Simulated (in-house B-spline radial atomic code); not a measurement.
# Ionising P VI (P5+) with different functionals

Computed with an all-electron radial atomic-structure program (B-spline basis): four-component Dirac-Coulomb Hamiltonian, Fermi nucleus of rms radius 3.1889 fm, spin-restricted, spherical fractional occupations for the functionals. The ionisation energy is the difference of two self-consistent energies, [He] 2s2 2p6 → [He] 2s2 2p5, without Breit or QED terms; ε is the level of the shell that loses the electron (mean over j). The electron is taken from both j subshells in proportion to 2j + 1, so the result is a j average, not the step between ground levels.

Hybrids are left out here: with spherical fractional occupations of an open shell their exact exchange keeps a self-interaction that integer-occupation calculations don't have.

```
           method  rung  ΔSCF (eV)  -ε(2p) (eV)
         LDA VWN5   LDA     221.81       199.87
 relativistic LDA   LDA     221.74       199.81
         LDA PW92   LDA     221.80       199.86
LDA exchange-only   LDA     219.49       197.57
              PBE   GGA     221.85       199.89
           PBEsol   GGA     221.59       199.64
             BLYP   GGA     221.94       199.96
             RPBE   GGA     221.80       199.83
             PW91   GGA     222.11       200.14
             BP86   GGA          ?            ?
             AM05   GGA          ?            ?
             OLYP   GGA     222.58       200.61
```

Problem. What does BP86 give?

Solution. ΔSCF 222.00 eV, and -ε(2p) = 200.02 eV.

Problem. What does AM05 give?

Solution. ΔSCF 221.52 eV, and -ε(2p) = 199.58 eV.

Problem. How do they compare with the NIST value?

Solution. NIST lists 220.43 eV ± 0.005 (semi-empirical, ground level to ground level). Errors run from -0.94 to +2.15 eV. The correlated functionals all miss on the same side by more than they spread, so the cause is common to them (Breit-QED terms, spin polarisation, the choice among j levels, multiplet and fine-structure energies, or a listed next ion that isn't the cheapest removal here) and closeness doesn't rank the functionals.
